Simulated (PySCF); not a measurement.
PySCF input file for C2H6ClFSi, SMILES C[Si](C)(F)Cl, PBE-D3(BJ)/def2-SVP. The structure is a stationary point at PBE-D3(BJ)/def2-SVP.

```python
import numpy as np
from pyscf import gto, scf, dft, df
from pyscf.hessian import thermo

mol = gto.M(
    atom='''
    C     1.00467977    0.69742476    1.57272253
    Si    0.33278953   -0.04659997   -0.00000000
    C     1.00467974    0.69742477   -1.57272252
    F     0.67442247   -1.65268953   -0.00000002
    Cl   -1.74443097    0.11984739    0.00000001
    H     0.56557600    0.19892382    2.45946933
    H     0.76243777    1.77771988    1.62848496
    H     2.10714311    0.58340757    1.61693745
    H     0.56557597    0.19892386   -2.45946933
    H     0.76243775    1.77771990   -1.62848494
    H     2.10714310    0.58340759   -1.61693747
    ''',
    basis='def2-SVP',
    charge=0,
    spin=0,
    max_memory=1600,
    verbose=3,
)
mf = dft.RKS(mol, xc='pbe').density_fit(auxbasis='def2-universal-jkfit')
mf.disp = 'd3bj'
mf.grids.level = 3
mf.conv_tol = 1e-11
mf.max_cycle = 100
mf.kernel()

# [left out here: the lines that compute and print the analytic Hessian (its translational invariance restored by hand, since the grid's response is missing), thermochemistry and intensities]
```

It prints:

```
converged SCF energy = -928.58621878724

WARN: DFTD3 does not support analytical Hessian, using finite difference


WARN: Mole.unit (angstrom) is changed to Bohr

Mode                                 0                   1                   2
Irrep
Freq [cm^-1]                      137.8956            149.7566            170.3134
Reduced mass [au]                   1.0158              1.0411              3.5421
Force const [Dyne/A]                0.0114              0.0138              0.0605
Char temp [K]                     198.4011            215.4664            245.0430
Normal mode                   x     y     z       x     y     z       x     y     z
       0   C                -0.01  0.01 -0.00   -0.01 -0.02  0.01    0.11 -0.05  0.01
       1  Si                -0.00  0.00  0.00    0.00 -0.00  0.00   -0.00  0.00  0.03
       2   C                 0.01 -0.01 -0.00   -0.01 -0.02 -0.01   -0.11  0.05  0.01
       3   F                -0.00 -0.00  0.01   -0.00 -0.01  0.00   -0.00 -0.00  0.09
       4  Cl                -0.00 -0.00 -0.00    0.00  0.02 -0.00   -0.00 -0.00 -0.08
       5   H                 0.29 -0.26 -0.01    0.28 -0.30 -0.01    0.19 -0.07  0.03
       6   H                -0.36 -0.08  0.18   -0.35 -0.11  0.21    0.18 -0.04  0.08
       7   H                 0.03  0.37 -0.17    0.04  0.33 -0.16    0.11 -0.11 -0.11
       8   H                -0.29  0.26 -0.01    0.28 -0.30  0.01   -0.19  0.07  0.03
       9   H                 0.36  0.08  0.18   -0.35 -0.11 -0.21   -0.18  0.04  0.08
      10   H                -0.03 -0.37 -0.17    0.04  0.33  0.16   -0.11  0.11 -0.11
Mode                                 3                   4                   5
Irrep
Freq [cm^-1]                      175.0598            220.9631            253.9628
Reduced mass [au]                   2.9005              2.8736              6.9928
Force const [Dyne/A]                0.0524              0.0827              0.2657
[...]
       6   H                -0.02 -0.08  0.08    0.02 -0.02 -0.03    0.11  0.08  0.15
       7   H                -0.05 -0.12  0.01   -0.05 -0.09 -0.18    0.03  0.01  0.00
       8   H                 0.11  0.18 -0.14    0.02 -0.03  0.04    0.14  0.10 -0.21
       9   H                 0.02  0.08  0.08    0.02 -0.02  0.03    0.11  0.08 -0.15
      10   H                 0.05  0.12  0.01   -0.05 -0.09  0.18    0.03  0.01 -0.00
Mode                                 9                  10                  11
Irrep
Freq [cm^-1]                      675.9490            723.7319            770.2907
Reduced mass [au]                   1.4858              1.2657              1.7412
Force const [Dyne/A]                0.4000              0.3906              0.6087
Char temp [K]                     972.5401           1041.2890           1108.2769
Normal mode                   x     y     z       x     y     z       x     y     z
       0   C                -0.07 -0.08 -0.03    0.07 -0.07 -0.01   -0.03  0.07 -0.04
       1  Si                 0.00  0.00  0.04    0.00  0.00  0.01    0.02  0.03  0.00
       2   C                 0.07  0.08 -0.03   -0.07  0.07 -0.01   -0.03  0.07  0.04
       3   F                -0.00  0.00  0.01    0.00 -0.00  0.02    0.01 -0.11 -0.00
       4  Cl                -0.00  0.00  0.01   -0.00  0.00 -0.01   -0.00  0.00 -0.00
       5   H                 0.16  0.16  0.21   -0.13  0.10 -0.01   -0.02 -0.20 -0.19
       6   H                -0.01 -0.05 -0.32   -0.25 -0.11 -0.33    0.15  0.09  0.33
       7   H                -0.05 -0.02 -0.34    0.08  0.25  0.32   -0.06 -0.20 -0.12
       8   H                -0.16 -0.16  0.21    0.13 -0.10 -0.01   -0.02 -0.20  0.19
       9   H                 0.01  0.05 -0.32    0.25  0.11 -0.33    0.15  0.09 -0.33
      10   H                 0.05  0.02 -0.34   -0.08 -0.25  0.32   -0.06 -0.20  0.12
Mode                                12                  13                  14
Irrep
Freq [cm^-1]                      794.1111            826.8701            901.1947
Reduced mass [au]                   2.9695              1.5932              5.2262
Force const [Dyne/A]                1.1033              0.6418              2.5008
Char temp [K]                    1142.5490           1189.6820           1296.6185
Normal mode                   x     y     z       x     y     z       x     y     z
       0   C                -0.01 -0.00 -0.10   -0.09 -0.02  0.03   -0.00  0.05 -0.00
       1  Si                 0.00 -0.00  0.12    0.08  0.00  0.00    0.02 -0.13 -0.00
       2   C                 0.01  0.00 -0.10   -0.09 -0.02 -0.03   -0.00  0.05  0.00
       3   F                -0.00  0.00 -0.02   -0.01  0.02 -0.00   -0.03  0.13  0.00
       4  Cl                -0.00 -0.00 -0.00   -0.01  0.00 -0.00   -0.00  0.00 -0.00
       5   H                -0.16 -0.18 -0.27    0.22  0.10  0.24    0.01 -0.09 -0.07
       6   H                -0.06 -0.03  0.03    0.13  0.03 -0.08    0.09  0.05  0.21
       7   H                -0.03 -0.09 -0.00   -0.07 -0.11 -0.38   -0.01 -0.08  0.02
       8   H                 0.16  0.18 -0.27    0.22  0.10 -0.24    0.01 -0.09  0.07
       9   H                 0.06  0.03  0.03    0.13  0.03  0.08    0.09  0.05 -0.21
      10   H                 0.03  0.09 -0.00   -0.07 -0.11  0.38   -0.01 -0.08 -0.02
Mode                                15                  16                  17
Irrep
Freq [cm^-1]                     1223.1586           1225.9607           1370.7482
Reduced mass [au]                   1.2995              1.2609              1.0505
Force const [Dyne/A]                1.1455              1.1165              1.1629
Char temp [K]                    1759.8528           1763.8844           1972.2015
Normal mode                   x     y     z       x     y     z       x     y     z
       0   C                 0.03  0.04  0.09    0.04  0.04  0.08   -0.02  0.04 -0.01
       1  Si                -0.00 -0.00 -0.02   -0.01 -0.01  0.00   -0.00  0.00 -0.00
       2   C                -0.03 -0.04  0.09    0.04  0.04 -0.08    0.02 -0.04 -0.01
       3   F                -0.00  0.00  0.00   -0.00  0.01 -0.00    0.00  0.00  0.00
       4  Cl                 0.00  0.00  0.00    0.00 -0.00 -0.00   -0.00 -0.00  0.00
       5   H                -0.20 -0.22 -0.19   -0.20 -0.23 -0.20    0.40 -0.22  0.06
       6   H                -0.16  0.01 -0.31   -0.18  0.00 -0.31   -0.10  0.02 -0.23
       7   H                 0.02 -0.16 -0.31    0.02 -0.18 -0.31   -0.06 -0.31  0.31
       8   H                 0.20  0.22 -0.19   -0.20 -0.23  0.20   -0.40  0.22  0.06
       9   H                 0.16 -0.01 -0.31   -0.18  0.00  0.31    0.10 -0.02 -0.23
      10   H                -0.02  0.16 -0.31    0.02 -0.18  0.31    0.06  0.31  0.31
Mode                                18                  19                  20
Irrep
Freq [cm^-1]                     1372.2895           1379.6349           1384.4005
Reduced mass [au]                   1.0490              1.0452              1.0447
Force const [Dyne/A]                1.1638              1.1721              1.1797
Char temp [K]                    1974.4191           1984.9875           1991.8440
Normal mode                   x     y     z       x     y     z       x     y     z
       0   C                -0.04 -0.01  0.02    0.02  0.03 -0.02   -0.03  0.02  0.00
       1  Si                -0.00 -0.00  0.00    0.00  0.01  0.00   -0.01  0.01 -0.00
       2   C                 0.04  0.01  0.02    0.02  0.03  0.02   -0.03  0.02 -0.00
       3   F                 0.00  0.00 -0.00   -0.00 -0.00  0.00    0.00 -0.00  0.00
       4  Cl                -0.00 -0.00 -0.00    0.00 -0.00 -0.00   -0.00 -0.00 -0.00
       5   H                 0.04 -0.30 -0.11    0.18  0.14  0.14    0.36 -0.34 -0.01
       6   H                 0.44  0.11 -0.22   -0.42 -0.08  0.07    0.14  0.07 -0.32
       7   H                 0.01  0.34  0.07   -0.04 -0.45  0.12   -0.05 -0.07  0.31
       8   H                -0.04  0.30 -0.11    0.18  0.14 -0.14    0.36 -0.34  0.01
       9   H                -0.44 -0.11 -0.22   -0.42 -0.08 -0.07    0.14  0.07  0.32
      10   H                -0.01 -0.34  0.07   -0.04 -0.45 -0.12   -0.05 -0.07 -0.31
Mode                                21                  22                  23
Irrep
Freq [cm^-1]                     2980.4661           2981.8302           3080.8528
Reduced mass [au]                   1.0359              1.0358              1.1023
Force const [Dyne/A]                5.4215              5.4261              6.1644
Char temp [K]                    4288.2271           4290.1897           4432.6612
Normal mode                   x     y     z       x     y     z       x     y     z
       0   C                 0.02  0.01  0.03    0.02  0.01  0.03    0.05 -0.03 -0.01
       1  Si                 0.00  0.00 -0.00   -0.00 -0.00 -0.00   -0.00  0.00 -0.00
       2   C                -0.02 -0.01  0.03    0.02  0.01 -0.03   -0.05  0.03 -0.01
       3   F                 0.00 -0.00  0.00   -0.00  0.00 -0.00    0.00 -0.00  0.00
       4  Cl                -0.00  0.00  0.00    0.00 -0.00  0.00    0.00  0.00 -0.00
       5   H                 0.15  0.17 -0.29    0.15  0.17 -0.29   -0.04 -0.06  0.10
       6   H                 0.09 -0.39 -0.01    0.09 -0.38 -0.01   -0.09  0.42  0.02
       7   H                -0.43  0.05 -0.01   -0.43  0.05 -0.01   -0.50  0.05 -0.02
       8   H                -0.15 -0.17 -0.29    0.15  0.17  0.29    0.04  0.06  0.10
       9   H                -0.09  0.39 -0.01    0.09 -0.38  0.01    0.09 -0.42  0.02
      10   H                 0.43 -0.05 -0.01   -0.43  0.05  0.01    0.50 -0.05 -0.02
Mode                                24                  25                  26
Irrep
Freq [cm^-1]                     3082.4949           3090.3964           3090.4472
Reduced mass [au]                   1.1020              1.1025              1.1022
Force const [Dyne/A]                6.1693              6.2036              6.2020
Char temp [K]                    4435.0239           4446.3923           4446.4655
Normal mode                   x     y     z       x     y     z       x     y     z
       0   C                -0.05  0.03  0.01    0.02  0.05 -0.03   -0.02 -0.05  0.03
       1  Si                -0.00  0.00  0.00    0.00  0.00 -0.00    0.00  0.00  0.00
       2   C                -0.05  0.03 -0.01    0.02  0.05  0.03    0.02  0.05  0.03
       3   F                 0.00 -0.00 -0.00   -0.00 -0.00  0.00   -0.00 -0.00 -0.00
       4  Cl                 0.00 -0.00  0.00   -0.00 -0.00  0.00   -0.00 -0.00 -0.00
       5   H                 0.05  0.07 -0.12   -0.22 -0.24  0.44    0.22  0.24 -0.44
       6   H                 0.08 -0.40 -0.02    0.09 -0.36 -0.03   -0.08  0.33  0.02
       7   H                 0.50 -0.05  0.02   -0.14  0.02 -0.01    0.16 -0.02  0.01
       8   H                 0.05  0.07  0.12   -0.21 -0.24 -0.44   -0.22 -0.25 -0.45
       9   H                 0.08 -0.40  0.02    0.08 -0.35  0.02    0.08 -0.33  0.02
      10   H                 0.50 -0.05 -0.02   -0.13  0.02  0.01   -0.16  0.02  0.01
temperature 298.1500 [K]
pressure 101325.00 [Pa]
Rotational constants [GHz] 3.31388 2.24727 2.13384
Symmetry number 1
Zero-point energy (ZPE) 0.07629 [Eh]   200303.479 [J/mol]
                           tot       elec      trans        rot        vib
Entropy [J/mol/K]       358.183      0.000    167.660    114.664     75.858
Cv [J/mol/K]            108.614      0.000     12.472     12.472     83.671
Cp [J/mol/K]            116.929      0.000     20.786     12.472     83.671
Internal energy [J/mol]                      3718.434   3718.434 213231.767
Internal energy [Eh]   -928.50217  -928.58622
Enthalpy [J/mol]                             6197.391   3718.434 213231.767
Enthalpy [Eh]          -928.50123
Gibbs free energy [J/mol]                  -43790.584 -30468.726 190614.649
Gibbs free energy [Eh] -928.54190
mode   freq/cm-1   IR/(km/mol)
   1      137.90         0.000
   2      149.76         0.064
   3      170.31         0.335
   4      175.06         0.639
   5      220.96         0.475
   6      253.96         8.447
   7      271.04        20.317
   8      496.95        48.889
   9      657.35        38.443
  10      675.95         0.034
  11      723.73         0.107
  12      770.29         8.613
  13      794.11       132.375
  14      826.87       140.420
  15      901.19       155.219
  16     1223.16        46.384
  17     1225.96        22.010
  18     1370.75         0.392
  19     1372.29         1.415
  20     1379.63         4.057
  21     1384.40         8.772
  22     2980.47         0.008
  23     2981.83         0.663
  24     3080.85         0.014
  25     3082.49         3.399
  26     3090.40         0.902
  27     3090.45         0.228
max |gradient| / (hartree/bohr): 0.00011618354048376225
APT charges: [-0.4116  1.7902 -0.4116 -0.6314 -0.5464  0.0376  0.0394  0.0283  0.0376
  0.0394  0.0283]
```

The run converged.

Cost: around 110 core-seconds (rough).
